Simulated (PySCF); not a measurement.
Electronic absorption of Ti(NH2)2Cl2

Ti(NH2)2Cl2 (singlet state).
Geometry (PBE0-D3(BJ)/def2-SVP, Å), atoms numbered from 1 in this order:
```xyz
9
Cl2H4N2Ti angstrom
Ti    -0.491   -0.031   -0.315
N     -0.332    0.251    1.497
H      0.521    0.286    2.047
H     -1.151    0.380    2.089
N      1.221   -0.214   -0.951
H      1.690   -1.107   -1.085
H      1.741    0.543   -1.392
Cl    -1.447    1.715   -1.260
Cl    -1.618   -1.892   -0.656
```

The calculation used TDDFT wB97X-D/def2-SVPD, vertical, gas phase, core orbitals frozen in the response in PySCF 2.14.0, density-fitted response routines.

Predict the UV-vis stick spectrum at this level.

```json
{"state": "S1", "E (eV)": "4.10", "λ (nm)": "302.8", "f": "0.0084", "main configurations (H = HOMO, L = LUMO)": "H→L (95%)"}
{"state": "S2", "E (eV)": "4.18", "λ (nm)": "296.8", "f": "0.0063", "main configurations (H = HOMO, L = LUMO)": "H→L+1 (92%)"}
{"state": "S3", "E (eV)": "4.23", "λ (nm)": "292.8", "f": "0.0028", "main configurations (H = HOMO, L = LUMO)": "H-1→L (93%)"}
{"state": "S4", "E (eV)": "4.82", "λ (nm)": "257.1", "f": "0.023", "main configurations (H = HOMO, L = LUMO)": "H-1→L+1 (90%)"}
{"state": "S5", "E (eV)": "5.02", "λ (nm)": "247.1", "f": "0.0002", "main configurations (H = HOMO, L = LUMO)": "H→L+3 (92%)"}
{"state": "S6", "E (eV)": "5.23", "λ (nm)": "237.0", "f": "0.0033", "main configurations (H = HOMO, L = LUMO)": "H-2→L (87%)"}
{"state": "S7", "E (eV)": "5.41", "λ (nm)": "229.2", "f": "0.0012", "main configurations (H = HOMO, L = LUMO)": "H-1→L+2 (93%)"}
{"state": "S8", "E (eV)": "5.43", "λ (nm)": "228.2", "f": "0.0062", "main configurations (H = HOMO, L = LUMO)": "H-2→L+1 (64%), H-3→L (25%)"}
{"state": "S9", "E (eV)": "5.47", "λ (nm)": "226.6", "f": "0.090", "main configurations (H = HOMO, L = LUMO)": "H→L+2 (80%)"}
{"state": "S10", "E (eV)": "5.59", "λ (nm)": "221.8", "f": "0.014", "main configurations (H = HOMO, L = LUMO)": "H-3→L (36%), H-4→L+1 (20%), H-2→L+1 (16%)"}
{"state": "S11", "E (eV)": "5.62", "λ (nm)": "220.5", "f": "0.031", "main configurations (H = HOMO, L = LUMO)": "H-1→L+3 (48%), H-3→L+1 (22%), H-4→L (12%)"}
{"state": "S12", "E (eV)": "5.64", "λ (nm)": "219.7", "f": "0.0024", "main configurations (H = HOMO, L = LUMO)": "H→L+4 (58%), H-3→L+1 (10%), H-3→L (9%)"}
{"state": "S13", "E (eV)": "5.65", "λ (nm)": "219.4", "f": "0.0071", "main configurations (H = HOMO, L = LUMO)": "H-3→L+1 (23%), H-1→L+3 (23%), H→L+4 (19%)"}
{"state": "S14", "E (eV)": "5.77", "λ (nm)": "214.9", "f": "0.013", "main configurations (H = HOMO, L = LUMO)": "H-4→L (44%), H-3→L+1 (33%), H-5→L+1 (14%)"}
{"state": "S15", "E (eV)": "5.79", "λ (nm)": "214.0", "f": "0.0001", "main configurations (H = HOMO, L = LUMO)": "H-4→L+1 (50%), H-5→L (42%)"}
```

Triplets (Tamm–Dancoff): T1 3.71 eV, H→L (71%), H→L+2 (19%); T2 4.01 eV, H-1→L+1 (72%), H-1→L+3 (8%); T3 4.03 eV, H→L+1 (85%); T4 4.10 eV, H-1→L (92%).

The lowest singlet comes at 303 nm (395 kJ/mol) in the ultraviolet; it is weak; its leading configuration is HOMO→LUMO (95%). The most intense listed level is S9 at 5.47 eV (227 nm, f = 0.090), 1.38 eV above S1. S12/S13 lie within about 0.01 eV of each other. For S1 the Löwdin share of titanium is 5% in HOMO and 76% in LUMO (ligand-to-metal charge transfer by this measure); for S9 the Löwdin share of titanium is 5% in HOMO and 68% in LUMO+2 (ligand-to-metal charge transfer by this measure). The listed states span 1.70 eV, and the widest gap between neighbours is 0.59 eV (S3 to S4). Of the 15 states listed, 5 reach f = 0.01 and 2 stay under 0.0005. Orbital energies (eV): HOMO-3 -11.28, HOMO-2 -10.87, HOMO-1 -10.45, HOMO -9.91, LUMO -0.69, LUMO+1 -0.52, LUMO+2 0.19. The window holds the lowest 15 singlets.
